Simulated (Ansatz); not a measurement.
Total energies of Na₂Te⁺ from Ansatz at r2SCAN-D4/def2-TZVP, gas phase (1 Eh = 27.2114 eV = 2625.5 kJ/mol). The reference geometry is relaxed at r2SCAN-D4/def2-TZVP.

```
atom    x (Å)    y (Å)    z (Å)
 Na1   1.5704  -1.9901   0.9941
 Na2  -1.6104   2.1804  -0.2592
 Te3   0.0400  -0.1903  -0.7348
```

```
           state                        geometry  energy (Eh)
charge 1 doublet                       reference   -592.53550
charge 0 singlet                       reference   -592.72733
charge 1 quartet  relaxed at r2SCAN-D4/def2-TZVP   -592.42690
```

In the def2 sets Te takes a core potential; there is no spin–orbit coupling.

(1) Work out the vertical electron affinity, to the singlet.

(2) Which of the charge 1 states is lowest, and how far above it are the others?

(1) E(charge 1 doublet) − E(charge 0 singlet) = -592.53550 − (-592.72733) = 0.19183 Eh = 5.22 eV.

(2) The doublet. quartet: -592.42690 − (-592.53550) = 0.10860 Eh = 285.1 kJ/mol.

The structure comes from a short search, and lower isomers may exist.
